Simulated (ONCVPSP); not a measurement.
Ni (Z = 28): ONCV pseudisation with PBE, scalar-relativistic reference atom.

| Item | Value |
| --- | --- |
| Element | nickel |
| Generator | ONCVPSP 4.0.1 |
| Type | optimised norm-conserving Vanderbilt (ONCV) |
| Functional | PBE |
| Relativity | scalar-relativistic |
| Frozen core | [Ne] |
| Valence charge | 18 |
| Reference configuration | 3s2 3p6 3d8 4s1.5 4p0.5 |
| Partial waves | 3s+4s: rc 1.45 bohr, ncon 5, nbas 9, qcut 8.8 1/bohr, 2 projectors; 3p+4p: rc 1.55 bohr, ncon 3, nbas 8, qcut 7.2 1/bohr, 2 projectors; 3d: rc 1.60 bohr, ncon 4, nbas 8, qcut 10.3 1/bohr, 2 projectors, debl 3.6 Ha |
| Local potential | polynomial inside 0.95 bohr (lpopt 4, dvloc0 1 Ha) |
| Core correction | Teter function, fcfact 4, rcfact 1.05 |

All-electron outer shells of the reference configuration (PBE, scalar-relativistic, ld1.x):

```json
{"shell": "2s", "level (eV)": "-982.83", "outermost node (bohr)": "0.07", "outermost maximum (bohr)": "0.21"}
{"shell": "2p", "level (eV)": "-845.68", "outermost node (bohr)": "–", "outermost maximum (bohr)": "0.16"}
{"shell": "3s", "level (eV)": "-112.11", "outermost node (bohr)": "0.30", "outermost maximum (bohr)": "0.64"}
{"shell": "3p", "level (eV)": "-72.44", "outermost node (bohr)": "0.27", "outermost maximum (bohr)": "0.65"}
{"shell": "3d", "level (eV)": "-9.90", "outermost node (bohr)": "–", "outermost maximum (bohr)": "0.63"}
{"shell": "4s", "level (eV)": "-6.31", "outermost node (bohr)": "0.92", "outermost maximum (bohr)": "2.21"}
{"shell": "4p", "level (eV)": "-1.71", "outermost node (bohr)": "1.00", "outermost maximum (bohr)": "3.10"}
```

What the tests gave:

```json
{
 "Cutoffs needed": "41 Ha and 46 Ha (the cutoffs (Ha) at which the residual kinetic energy of the hardest occupied pseudo-wave falls to 1 and 0.1 mHa per electron)",
 "Ghost test": "no bound ghost flagged; no localised positive-energy state flagged",
 "Configuration tests": "1 of 4 tests not solved or not reliable",
 "rms error of d²Exc/dni dnj": "3.65 mHa without and 1.38 mHa with the model core"
}
```

Generation and tests took about 5.4 s on one core of a shared server CPU.
